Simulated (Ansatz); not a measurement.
## Molecular dynamics of H$_{27}$C$_{5}$Cl$_{5}$

input.yaml

```yaml
accuracy: low
crystal:
  lattice:
    - [8.320335, 0.0, 0.0]
    - [0.0, 8.320335, 0.0]
    - [0.0, 0.0, 8.320335]
  atoms:
    - { symbol: C, position: [0.28752326, 0.51902881, 0.05328557] }
    - { symbol: Cl, position: [0.27059091, 0.54261535, 0.26665608] }
    - { symbol: H, position: [0.30674368, 0.63692684, 0.00090923] }
    - { symbol: H, position: [0.38898028, 0.44026655, 0.03005218] }
    - { symbol: H, position: [0.17620505, 0.46709178, 0.00880568] }
    - { symbol: C, position: [0.33699306, 0.01989875, 0.12015288] }
    - { symbol: Cl, position: [0.50438105, 0.14296564, 0.17693491] }
    - { symbol: H, position: [0.23951478, 0.09914447, 0.08493901] }
    - { symbol: H, position: [0.3740859, -0.05442791, 0.01959801] }
    - { symbol: H, position: [0.30365551, -0.0541261, 0.22236053] }
    - { symbol: C, position: [0.77338327, 0.90364684, 0.50920766] }
    - { symbol: Cl, position: [0.98245933, 0.85881229, 0.47762951] }
    - { symbol: H, position: [0.76235399, 0.96277125, 0.62531994] }
    - { symbol: H, position: [0.73322476, 0.98124879, 0.41216077] }
    - { symbol: H, position: [0.70844732, 0.79061204, 0.50744776] }
    - { symbol: C, position: [0.62143301, 0.32692115, 0.58300502] }
    - { symbol: Cl, position: [0.70708088, 0.47075711, 0.44835479] }
    - { symbol: H, position: [0.70236704, 0.31253368, 0.68440178] }
    - { symbol: H, position: [0.50530469, 0.37175767, 0.62189075] }
    - { symbol: H, position: [0.60694016, 0.2151994, 0.51740727] }
    - { symbol: C, position: [-0.06521789, 0.20153466, 0.17427508] }
    - { symbol: Cl, position: [-0.07061269, 0.19520806, -0.04119253] }
    - { symbol: H, position: [0.02771672, 0.28573922, 0.21081526] }
    - { symbol: H, position: [-0.18161665, 0.24265865, 0.21615178] }
    - { symbol: H, position: [-0.03916347, 0.08136771, 0.21800068] }
    - { symbol: H, position: [0.61627342, 0.78709421, 0.15492055] }
    - { symbol: H, position: [0.56798248, 0.72530259, 0.19788917] }
    - { symbol: H, position: [0.93740302, 0.62248002, 0.15808314] }
    - { symbol: H, position: [0.89145806, 0.59735554, 0.08565361] }
    - { symbol: H, position: [0.69507462, 0.63840157, 0.85722301] }
    - { symbol: H, position: [0.72194166, 0.62826276, 0.77257134] }
    - { symbol: H, position: [0.38974159, 0.00274599, 0.63775185] }
    - { symbol: H, position: [0.33338157, 0.06035729, 0.59947265] }
    - { symbol: H, position: [0.40582897, 0.66794094, 0.67084581] }
    - { symbol: H, position: [0.3210699, 0.65939472, 0.64233231] }
    - { symbol: H, position: [1.07171058, 0.24273434, 0.5789444] }
    - { symbol: H, position: [1.07416802, 0.32653073, 0.54613198] }
basis:
  ecutwfc: 500.0
kpoints:
  mp_grid: { grid: [1, 1, 1] }
hamiltonian:
  xc: r2scan
  dispersion: d3bj
scf:
  occupations: { method: fermi_dirac, width: 0.05 }
  lower_state_search: "off"
md:
  timestep: 0.75
  n_steps: 30
  ensemble: nvt_langevin
  temperature: 1000.0
  initial_velocities: maxwell_boltzmann
  seed: 69477
  friction: 0.02
```

Launched with:

```bash
$ ansatz run input.yaml --threads 1 --pin off --max-ram 3072MiB --backend cpu --events-out ev --progress --plain --runs-dir out
```

It starts from a partly relaxed structure (largest force component 0.17 eV/Å).

Output, in part (step lines):

```
md step     0: t =     0.00 fs  T =   973.0 K  F+E_penalty+E_count = -7113.94147983 eV  E_kin = 4.653360 eV  (8 SCF iters)
[... lines left out ...]
```

The steps, from the saved trajectory:

```json
{"time (fs)": "0.0", "T (K)": "973", "potential energy less start (eV)": "0.000"}
{"time (fs)": "0.8", "T (K)": "907", "potential energy less start (eV)": "0.263"}
{"time (fs)": "1.5", "T (K)": "761", "potential energy less start (eV)": "0.788"}
{"time (fs)": "2.2", "T (K)": "737", "potential energy less start (eV)": "1.000"}
{"time (fs)": "3.0", "T (K)": "726", "potential energy less start (eV)": "0.901"}
{"time (fs)": "3.8", "T (K)": "746", "potential energy less start (eV)": "0.874"}
{"time (fs)": "4.5", "T (K)": "753", "potential energy less start (eV)": "1.036"}
{"time (fs)": "5.2", "T (K)": "702", "potential energy less start (eV)": "1.332"}
{"time (fs)": "6.0", "T (K)": "684", "potential energy less start (eV)": "1.529"}
{"time (fs)": "6.8", "T (K)": "727", "potential energy less start (eV)": "1.510"}
{"time (fs)": "7.5", "T (K)": "756", "potential energy less start (eV)": "1.472"}
{"time (fs)": "8.2", "T (K)": "734", "potential energy less start (eV)": "1.610"}
{"time (fs)": "9.0", "T (K)": "715", "potential energy less start (eV)": "1.763"}
{"time (fs)": "9.8", "T (K)": "754", "potential energy less start (eV)": "1.488"}
{"time (fs)": "10.5", "T (K)": "845", "potential energy less start (eV)": "1.070"}
{"time (fs)": "11.2", "T (K)": "857", "potential energy less start (eV)": "1.117"}
{"time (fs)": "12.0", "T (K)": "799", "potential energy less start (eV)": "1.493"}
{"time (fs)": "12.8", "T (K)": "655", "potential energy less start (eV)": "1.821"}
{"time (fs)": "13.5", "T (K)": "696", "potential energy less start (eV)": "1.830"}
{"time (fs)": "14.2", "T (K)": "731", "potential energy less start (eV)": "1.525"}
{"time (fs)": "15.0", "T (K)": "790", "potential energy less start (eV)": "1.197"}
{"time (fs)": "15.8", "T (K)": "692", "potential energy less start (eV)": "1.236"}
{"time (fs)": "16.5", "T (K)": "608", "potential energy less start (eV)": "1.646"}
{"time (fs)": "17.2", "T (K)": "591", "potential energy less start (eV)": "1.976"}
{"time (fs)": "18.0", "T (K)": "640", "potential energy less start (eV)": "1.829"}
{"time (fs)": "18.8", "T (K)": "623", "potential energy less start (eV)": "1.665"}
{"time (fs)": "19.5", "T (K)": "636", "potential energy less start (eV)": "1.767"}
{"time (fs)": "20.2", "T (K)": "651", "potential energy less start (eV)": "1.971"}
{"time (fs)": "21.0", "T (K)": "673", "potential energy less start (eV)": "2.063"}
{"time (fs)": "21.8", "T (K)": "706", "potential energy less start (eV)": "1.916"}
{"time (fs)": "22.5", "T (K)": "731", "potential energy less start (eV)": "1.713"}
```

The run went to its last step. The mean temperature of the second half is 31 % below the set value. A run of 0.022 ps of so small a system gives no equilibrium averages. Limits of this set-up: coarse k mesh, low accuracy level.

Mean squared displacements from the first frame to the last, about the centre of mass: C 0.03 Å², Cl 0.02 Å², H 0.48 Å².

Last frame:

```xyz
37
Lattice="8.3203 0.0000 0.0000 0.0000 8.3203 0.0000 0.0000 0.0000 8.3203" Properties=species:S:1:pos:R:3
C 2.441 4.381 0.474
Cl 2.152 4.398 2.197
H 3.005 5.261 0.225
H 3.000 3.385 0.262
H 1.408 4.606 0.039
C 3.053 0.172 0.863
Cl 4.316 1.230 1.426
H 2.097 0.254 1.405
H 2.898 0.224 -0.182
H 3.433 -0.866 1.111
C 6.478 7.463 4.317
Cl 8.151 7.086 4.075
H 6.188 7.704 5.303
H 6.154 8.173 3.643
H 5.953 6.587 4.021
C 4.963 2.678 4.900
Cl 5.841 3.905 3.925
H 5.577 2.361 5.748
H 4.016 3.072 5.336
H 4.928 1.938 4.154
C -0.590 1.705 1.436
Cl -0.591 1.657 -0.319
H 0.222 2.240 1.917
H -1.427 2.209 1.761
H -0.562 0.641 1.764
H 5.427 6.097 0.910
H 4.711 6.278 0.787
H 6.654 4.552 1.213
H 6.898 4.704 0.572
H 6.354 5.510 6.833
H 5.786 5.015 6.713
H 3.515 0.293 4.521
H 2.909 0.636 4.999
H 2.400 5.237 6.011
H 2.243 5.822 6.354
H 9.014 2.001 4.684
H 8.242 1.926 4.739
```

The run took 13 min on 1 thread of Arm Neoverse V1, on a shared host, peak memory 0.99 GiB.
